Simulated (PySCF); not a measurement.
A side-by-side comparison of computed properties.

First species: C₄H₁₀O₃SSi₂.
Atom-mapped SMILES: `[CH3:1][S:2](=[O:3])(=[O:4])[C@:5]1([SiH3:6])[CH:7]=[CH:8][O:9][SiH2:10]1` (hydrogens: H11, H12, H13 on C1; H14, H15, H16 on Si6; H17 on C7; H18 on C8; H19, H20 on Si10)

Geometry (GFN2-xTB, Å), atoms numbered from 1 in this order:
```xyz
20
C4H10O3SSi2 angstrom
C      2.292    0.286   -0.508
S      1.077   -1.013   -0.099
O      1.028   -1.920   -1.219
O      1.443   -1.573    1.177
C     -0.522   -0.232    0.090
Si    -1.665   -1.747   -0.103
C     -0.691    0.794   -0.968
C     -0.770    2.042   -0.522
O     -0.678    2.241    0.830
Si    -0.522    0.825    1.677
H      2.288    1.027    0.281
H      3.258   -0.202   -0.570
H      2.020    0.718   -1.462
H     -1.726   -2.122   -1.513
H     -1.202   -2.814    0.772
H     -2.989   -1.268    0.325
H     -0.738    0.527   -2.009
H     -0.900    2.944   -1.095
H     -1.721    0.589    2.478
H      0.714    0.910    2.435
```

Second species: C7H14N2Si.
Numbering: `[CH2:1]=[CH:2]/[C:3]([CH3:4])=[N:5]\[C@H:6]([SiH3:7])/[CH:8]=[N:9]\[CH3:10]` (hydrogens: H11, H12 on C1; H13 on C2; H14, H15, H16 on C4; H17 on C6; H18, H19, H20 on Si7; H21 on C8; H22, H23, H24 on C10)

Cartesian coordinates in Å at the GFN2-xTB level; atoms count from 1:
```xyz
24
C7H14N2Si angstrom
C     -2.5085   -1.5080   -1.9047
C     -1.4904   -1.0153   -1.2074
C     -1.5849   -0.4543    0.1408
C     -2.9013   -0.5628    0.8566
N     -0.6509    0.1213    0.7848
C      0.6671    0.3506    0.3249
Si     1.7054   -1.0590    1.1414
C      1.1563    1.6463    0.8782
N      2.0850    2.3968    0.4855
C      2.9074    2.1019   -0.6512
H     -3.5163   -1.5233   -1.5274
H     -2.3684   -1.9134   -2.8932
H     -0.5022   -1.0308   -1.6496
H     -3.6646    0.0089    0.3314
H     -2.7916   -0.1652    1.8609
H     -3.2230   -1.6010    0.9114
H      0.8030    0.3185   -0.7655
H      1.1875   -2.3178    0.6017
H      1.5116   -0.9859    2.5833
H      3.1099   -0.8861    0.7710
H      0.6153    1.9777    1.7585
H      3.2418    3.0528   -1.0676
H      3.7891    1.5487   -0.3209
H      2.4109    1.5193   -1.4353
```

Levels: PBE0/pcSseg-1 for dipole moment, HOMO energy, LUMO energy and HOMO–LUMO gap; GFN2-xTB for rotational constant A and rotational constant C. Geometries: GFN2-xTB. Each structure is a single optimised conformer of the isolated species, non-relativistic unless stated; the electronic structure was computed with PySCF and density fitting.

The conformers computed, where there is a choice (atom-mapped SMILES and torsion angles):
- `[CH3:1][S:2](=[O:3])(=[O:4])[C@:5]1([SiH3:6])[CH:7]=[CH:8][O:9][SiH2:10]1`: C1–S2–C5–Si6 161°
- `[CH2:1]=[CH:2]/[C:3]([CH3:4])=[N:5]\[C@H:6]([SiH3:7])/[CH:8]=[N:9]\[CH3:10]`: C1–C2–C3–C4 7°, C3–N5–C6–Si7 -100°, N5–C6–C8–N9 -159°

Values for the first species:

| Quantity | Value |
| --- | --- |
| Dipole moment | 3.63 D |
| HOMO energy | -7.10 eV |
| LUMO energy | -0.57 eV |
| HOMO–LUMO gap | 6.53 eV |
| Rotational constant A | 1.207 GHz |
| Rotational constant C | 0.713 GHz |

Question: Estimate the same properties for the second species, and the change in each.

Answer: 
```csv
property,first,second,second less first
dipole moment,3.63 D,3.57 D,-0.06 D
HOMO energy,-7.10 eV,-6.60 eV,+0.50 eV
LUMO energy,-0.57 eV,-1.50 eV,-0.93 eV
HOMO–LUMO gap,6.53 eV,5.10 eV,-1.43 eV
rotational constant A,1.207 GHz,1.708 GHz,+0.501 GHz
rotational constant C,0.713 GHz,0.555 GHz,-0.158 GHz
```

On the first: The dipole matches unit charges of opposite sign 0.76 Å apart (1 e·Å = 4.8032 D).

On the second: The dipole equals about 11.9 × 10⁻³⁰ C·m (1 D = 3.33564 × 10⁻³⁰ C·m). GFN2-xTB frequencies show an imaginary mode (36i cm⁻¹), so this geometry is no minimum at that level.
